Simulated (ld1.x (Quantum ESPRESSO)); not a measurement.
# Transferability test, ultrasoft potential for Bi (Z = 83)

ld1.x (Quantum ESPRESSO) 7.5 input, shortened:

```
&input
   title='Bi', zed=83., rel=1, dft='PZ', iswitch=3,
   config='[Xe] 4f14 5d10 6s2 6p3'
 /
 &inputp
   pseudotype=3, tm=.true., lloc=-1, rcloc=1.40,
   nlcc=.true., new_core_ps=.true., rcore=1.55,
   which_augfun='PSQ', rmatch_augfun=1.20
 /
6
6S  1  0   2.00   0.00  1.65  2.05  0.0
6S  1  0   0.00   3.85  1.65  2.05  0.0
6P  2  1   3.00   0.00  1.90  2.30  0.0
6P  2  1   0.00   0.10  1.90  2.30  0.0
5D  3  2  10.00   0.00  1.15  1.55  0.0
5D  3  2   0.00   1.70  1.15  1.55  0.0
 &test
   configts(1)='5d10 6s2 6p3'
 /
```

Energies are relative to the spin-unpolarised reference configuration 5d10 6s2 6p3; without spin polarisation the order of configurations can differ from experiment. Spin-polarised rows fill each open shell by Hund’s rule, majority spin first.

Its overlap operator is not positive definite in a basis up to 400 Ry (lowest eigenvalue d -0.34), so the file is unfit for use: the generalised eigenproblem breaks down once the basis is large enough, and its test numbers describe a broken file.

| valence configuration | charge | ΔE all-electron (eV) | error AE − PS (meV) |
| --- | --- | --- | --- |
| 5d10 6s2 6p2 | +1 | 8.154 | -3.9 |
| 5d10 6s2 6p1 | +2 | 23.719 | -12 |
| 5d10 6s2 6p0 | +3 | 47.434 | -25 |
| 5d10 6s1 6p0 | +4 | 93.349 | -82 |
| 5d10 6s2 6p2.5 | +0.5 | 3.208 | -1.5 |
| 5d9 6s2 6p4 | 0 | 24.123 | -308 |
| 5d10 6s0 6p5 | 0 | 20.722 | -31 |
| 5d10 6s2 6p3 (spin-polarised) | 0 | -1.024 | +2.6 |
| 5d10 6s2 6p2 (spin-polarised) | +1 | 7.602 | -2.1 |

Levels in the configuration 5d9 6s2 6p4:

| level | all-electron (eV) | pseudo (eV) |
| --- | --- | --- |
| 5d | -31.615 | -32.233 |
| 6s | -16.695 | -16.793 |
| 6p | -5.762 | -5.763 |

Note: ghost states, extra bound levels that the all-electron valence spectrum of the same l lacks: s at -225.6 eV, p at -51.9 eV (d not tested). A true bound ghost makes a file unfit for plane-wave use.
